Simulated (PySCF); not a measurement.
**K⁻ (potassium, charge -1) across methods**

[Ar] 4s2, closed-shell 1S. All numbers are calculated (PySCF 2.14, the non-relativistic Hamiltonian (point nucleus), in def2-QZVPPD).

```csv
method,E (hartree),mean ε 3s (eV),mean ε 3p (eV),mean ε 4s (eV),Σ⟨r²⟩ (bohr²),⟨S²⟩
PBE0,-599.768,-34.440,-16.859,0.542,110.5,0.000
r2SCAN,-599.896,-32.527,-15.541,0.884,111.7,0.000
BHandHLYP,-599.944,-37.454,-18.534,0.388,108.6,0.000
LDA,-598.216,-30.701,-14.667,0.912,106.5,0.000
PBE,-599.722,-30.962,-14.751,0.925,109.2,0.000
revPBE,-599.838,-31.068,-14.827,0.922,110.8,0.000
TPSSh,-599.950,-33.073,-15.972,0.715,113.3,0.000
UHF,-599.15765,-43.713,-22.092,-0.033,117.6,0.000
wB97X,-599.935,-36.930,-19.323,-0.452,108.9,0.000
```

The outer electron is barely bound at this level, so radii and moments hang on the diffuse functions.

The highest occupied level is positive at PBE0, r2SCAN, BHandHLYP, LDA, PBE, revPBE, TPSSh: only the finite basis holds that electron, which in a density functional comes from self-interaction.
